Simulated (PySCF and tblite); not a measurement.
The numbers below are computed, except where a source is named.
System: C₃H₇ClO₂Si₂, numbered as in [O:1]=[C:2]([SiH3:3])/[C:4]([Cl:5])=[C:6](\[OH:7])[SiH3:8].

For the rotation about the C6–O7 bond (torsion C4–C6–O7–H from 0° to 180°, rising): electronic barrier 15.78 kcal/mol, zero-point change -0.78 kcal/mol, thermal and entropy terms at 400 K a further -0.27 kcal/mol (symmetry numbers apart). The minimum is Cs, the saddle C1. Geometries: GFN2-xTB; energies: PBE0/pcSseg-1 + D3(BJ), IEF-PCM methanol; zero-point and thermal terms from GFN2-xTB harmonic modes (soft modes blended into free rotors). Rates follow Eyring's equation with the number of equivalent paths and no tunnelling. Programs: tblite and PySCF.

Question: How many equivalent paths lead out of the minimum?

Answer: 2: the symmetry number of the minimum is 1, that of the saddle displaced along its mode 1, and the displaced saddle is chiral while the minimum is not, which doubles the count.

Question: Work out the rate at 400 K.

Answer: ΔG‡ = 14.73 kcal/mol; k_B T/h = 8.3×10¹² s⁻¹; exp(−ΔG‡/RT) = 9×10⁻⁹; times 2 gives k = 1.5×10⁵ s⁻¹. Wigner's tunnelling factor for the 524i cm⁻¹ mode would be 1.15.
